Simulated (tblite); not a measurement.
A geometry optimisation, step by step.

Compound: C7H4.
Bonds: C1–C2 (triple), C2–C3, C3–C4, C4–C5 (triple), C3–C6, C6–C7 (triple). Hydrogens: H8 on C1; H9 on C3; H10 on C5; H11 on C7.

Computed with GFN2-xTB (tblite), gas phase: L-BFGS steps from a force-field or distance-geometry start until the largest atomic force falls under 0.01 eV/Å. 12 of its 28 geometries are shown.

Step 0: E = -456.9669 eV, largest atomic force 1.709 eV/Å
```
atom  x, y, z in Å  |  force x, y, z in eV/Å
C1     -2.288   -1.074   -0.299   -0.953  -0.366  -0.429
C2     -1.269   -0.636    0.131    1.516   0.586   0.527
C3      0.015   -0.116    0.689   -0.489   0.210  -0.461
C4      1.178   -0.773    0.073   -0.126   0.067  -0.033
C5      2.132   -1.327   -0.399    0.059  -0.015  -0.097
C6      0.082    1.358    0.547    0.079   0.355  -0.157
C7      0.154    2.557    0.440   -0.057  -0.780   0.040
H8     -3.204   -1.447   -0.688    0.447   0.175   0.193
H9      0.024   -0.344    1.761   -0.002  -0.045   0.119
H10     2.973   -1.808   -0.838   -0.446   0.254   0.249
H11     0.209    3.612    0.343   -0.028  -0.440   0.050
```

Step 2: E = -456.9968 eV, largest atomic force 0.458 eV/Å
```
atom  x, y, z in Å  |  force x, y, z in eV/Å
C1     -2.287   -1.073   -0.300    0.388   0.203   0.135
C2     -1.257   -0.632    0.133   -0.100  -0.053  -0.162
C3      0.008   -0.110    0.681    0.032   0.033   0.001
C4      1.177   -0.772    0.071   -0.200   0.126  -0.010
C5      2.130   -1.326   -0.399   -0.184   0.123   0.030
C6      0.083    1.357    0.545    0.022  -0.124  -0.118
C7      0.153    2.550    0.440   -0.023  -0.214  -0.013
H8     -3.198   -1.444   -0.685    0.255   0.092   0.113
H9      0.024   -0.344    1.763   -0.008   0.031  -0.122
H10     2.965   -1.803   -0.833   -0.167   0.094   0.107
H11     0.208    3.601    0.344   -0.015  -0.309   0.040
```

Step 5: E = -457.0214 eV, largest atomic force 0.281 eV/Å
```
atom  x, y, z in Å  |  force x, y, z in eV/Å
C1     -2.270   -1.062   -0.296   -0.205  -0.067  -0.113
C2     -1.242   -0.627    0.128    0.244   0.122   0.069
C3      0.006   -0.107    0.679    0.033  -0.084   0.094
C4      1.160   -0.762    0.069   -0.011   0.013  -0.031
C5      2.113   -1.315   -0.397   -0.013   0.019  -0.038
C6      0.085    1.342    0.533   -0.014  -0.137  -0.031
C7      0.151    2.531    0.438    0.000   0.077  -0.036
H8     -3.174   -1.435   -0.675    0.008  -0.005  -0.006
H9      0.023   -0.342    1.754   -0.013  -0.003   0.084
H10     2.946   -1.793   -0.822   -0.034   0.021   0.016
H11     0.207    3.573    0.347    0.005   0.044  -0.008
```

Step 7: E = -457.0223 eV, largest atomic force 0.338 eV/Å
```
atom  x, y, z in Å  |  force x, y, z in eV/Å
C1     -2.270   -1.061   -0.297    0.185   0.092   0.052
C2     -1.239   -0.625    0.127   -0.178  -0.083  -0.074
C3      0.008   -0.111    0.684    0.022   0.021   0.009
C4      1.160   -0.762    0.067   -0.259   0.144   0.138
C5      2.111   -1.313   -0.399    0.259  -0.142  -0.164
C6      0.085    1.339    0.531    0.006  -0.048   0.000
C7      0.151    2.529    0.436    0.001   0.059  -0.030
H8     -3.173   -1.436   -0.675   -0.002  -0.002  -0.018
H9      0.022   -0.342    1.758    0.002  -0.015   0.090
H10     2.944   -1.792   -0.821   -0.032   0.023   0.004
H11     0.207    3.574    0.347   -0.003  -0.050  -0.009
```

Step 10: E = -457.0238 eV, largest atomic force 0.083 eV/Å
```
atom  x, y, z in Å  |  force x, y, z in eV/Å
C1     -2.268   -1.058   -0.299   -0.051  -0.015  -0.038
C2     -1.238   -0.625    0.127    0.056   0.015   0.060
C3      0.008   -0.111    0.689   -0.013  -0.002   0.018
C4      1.158   -0.761    0.068    0.040  -0.035   0.021
C5      2.110   -1.311   -0.403   -0.050   0.033   0.003
C6      0.085    1.337    0.530    0.002  -0.001   0.032
C7      0.150    2.528    0.433   -0.002  -0.018  -0.015
H8     -3.171   -1.435   -0.676    0.018   0.011  -0.018
H9      0.022   -0.343    1.767   -0.003   0.008  -0.014
H10     2.943   -1.790   -0.822    0.002   0.006  -0.026
H11     0.207    3.571    0.346   -0.001  -0.004  -0.023
```

Step 12: E = -457.0246 eV, largest atomic force 0.096 eV/Å
```
atom  x, y, z in Å  |  force x, y, z in eV/Å
C1     -2.265   -1.054   -0.304   -0.049  -0.024  -0.024
C2     -1.237   -0.625    0.130    0.056   0.018   0.076
C3      0.007   -0.112    0.697    0.024  -0.032  -0.017
C4      1.157   -0.762    0.072   -0.021   0.002   0.063
C5      2.107   -1.307   -0.409    0.025  -0.015  -0.011
C6      0.086    1.336    0.532   -0.005  -0.036   0.053
C7      0.150    2.525    0.428    0.002   0.009  -0.004
H8     -3.168   -1.434   -0.680    0.017   0.016  -0.027
H9      0.021   -0.344    1.776   -0.003   0.018  -0.061
H10     2.942   -1.788   -0.825   -0.046   0.035  -0.015
H11     0.207    3.568    0.342    0.000   0.008  -0.034
```

Step 15: E = -457.0268 eV, largest atomic force 0.077 eV/Å
```
atom  x, y, z in Å  |  force x, y, z in eV/Å
C1     -2.257   -1.042   -0.316    0.053  -0.008   0.055
C2     -1.236   -0.629    0.150   -0.048  -0.015  -0.024
C3      0.007   -0.118    0.717    0.032  -0.024  -0.011
C4      1.157   -0.770    0.095   -0.025   0.022   0.004
C5      2.096   -1.296   -0.426    0.036  -0.035   0.041
C6      0.088    1.329    0.547   -0.006  -0.005   0.005
C7      0.148    2.516    0.412    0.008   0.007   0.033
H8     -3.156   -1.426   -0.697    0.000   0.022  -0.038
H9      0.019   -0.343    1.795    0.005  -0.008   0.006
H10     2.933   -1.777   -0.841   -0.053   0.041  -0.027
H11     0.206    3.559    0.324   -0.002   0.004  -0.044
```

Step 17: E = -457.0277 eV, largest atomic force 0.062 eV/Å
```
atom  x, y, z in Å  |  force x, y, z in eV/Å
C1     -2.255   -1.042   -0.317   -0.012  -0.031   0.021
C2     -1.236   -0.630    0.156    0.020   0.008  -0.026
C3      0.009   -0.120    0.720   -0.036   0.029   0.042
C4      1.157   -0.771    0.101    0.004   0.009  -0.041
C5      2.095   -1.295   -0.425   -0.016  -0.003   0.059
C6      0.088    1.328    0.552    0.001   0.014  -0.028
C7      0.148    2.514    0.411    0.007  -0.004   0.030
H8     -3.152   -1.422   -0.704    0.007   0.023  -0.024
H9      0.018   -0.343    1.798    0.009  -0.025   0.051
H10     2.927   -1.771   -0.848    0.020  -0.004  -0.051
H11     0.205    3.557    0.315   -0.004  -0.016  -0.032
```

Step 20: E = -457.0304 eV, largest atomic force 0.082 eV/Å
```
atom  x, y, z in Å  |  force x, y, z in eV/Å
C1     -2.244   -1.041   -0.317   -0.056  -0.021  -0.032
C2     -1.233   -0.633    0.174    0.055   0.022   0.009
C3      0.009   -0.127    0.750   -0.056   0.041   0.044
C4      1.154   -0.774    0.120    0.045  -0.013  -0.049
C5      2.086   -1.291   -0.421   -0.055   0.033   0.025
C6      0.089    1.320    0.568   -0.003   0.025  -0.013
C7      0.150    2.504    0.407   -0.002  -0.019  -0.001
H8     -3.134   -1.402   -0.739    0.020   0.007   0.013
H9      0.019   -0.348    1.828    0.003  -0.017   0.022
H10     2.906   -1.748   -0.885    0.048  -0.032  -0.019
H11     0.203    3.543    0.275    0.002  -0.025   0.001
```

Step 22: E = -457.0307 eV, largest atomic force 0.014 eV/Å
```
atom  x, y, z in Å  |  force x, y, z in eV/Å
C1     -2.242   -1.040   -0.319    0.005   0.003   0.000
C2     -1.232   -0.633    0.175   -0.003   0.003   0.002
C3      0.008   -0.127    0.755    0.001  -0.001   0.000
C4      1.153   -0.774    0.121    0.003   0.008  -0.008
C5      2.085   -1.290   -0.422   -0.003   0.003  -0.001
C6      0.089    1.319    0.569   -0.009   0.002   0.011
C7      0.149    2.502    0.405   -0.001  -0.004  -0.001
H8     -3.132   -1.401   -0.742    0.000  -0.002   0.000
H9      0.019   -0.349    1.833    0.000  -0.007  -0.002
H10     2.905   -1.747   -0.888    0.003  -0.007   0.004
H11     0.203    3.541    0.272    0.004   0.001  -0.005
```

Step 25: E = -457.0307 eV, largest atomic force 0.023 eV/Å
```
atom  x, y, z in Å  |  force x, y, z in eV/Å
C1     -2.242   -1.040   -0.319    0.001  -0.001   0.002
C2     -1.232   -0.633    0.175   -0.005  -0.003  -0.002
C3      0.008   -0.126    0.754    0.008  -0.004  -0.006
C4      1.153   -0.772    0.120   -0.013   0.011   0.006
C5      2.085   -1.289   -0.423    0.019  -0.010  -0.007
C6      0.087    1.320    0.570   -0.002  -0.001   0.008
C7      0.149    2.502    0.405    0.000   0.009   0.001
H8     -3.132   -1.402   -0.740    0.002   0.002  -0.001
H9      0.019   -0.350    1.832    0.004  -0.007  -0.003
H10     2.906   -1.749   -0.886   -0.015   0.007   0.008
H11     0.204    3.541    0.272    0.002  -0.002  -0.006
```

Step 27: E = -457.0308 eV, largest atomic force 0.009 eV/Å
```
atom  x, y, z in Å  |  force x, y, z in eV/Å
C1     -2.241   -1.040   -0.319   -0.004  -0.001  -0.001
C2     -1.232   -0.632    0.176    0.003  -0.005  -0.003
C3      0.008   -0.126    0.756    0.000   0.001  -0.001
C4      1.153   -0.770    0.119   -0.007   0.002   0.005
C5      2.084   -1.289   -0.423    0.003  -0.001  -0.001
C6      0.086    1.320    0.574    0.005   0.001   0.001
C7      0.149    2.502    0.404    0.000   0.005   0.000
H8     -3.131   -1.401   -0.742   -0.001   0.000   0.000
H9      0.019   -0.353    1.833    0.007  -0.006  -0.001
H10     2.905   -1.748   -0.887   -0.006   0.004   0.004
H11     0.205    3.540    0.268    0.000   0.001  -0.002
```

Question: Summarise the path.

Answer: The energy falls by 1.47 kcal/mol from step 0 to step 27; nine tenths of that is first reached at step 12. It rises by more than 0.2 meV at step 1. The largest force goes from 1.709 to 0.009 eV/Å. Among the bonds C2–C3 changes most, from 1.493 to 1.460 Å; the atoms move by 0.075 Å rms after alignment.

Hardware: Arm Neoverse V2, one thread (shared host).
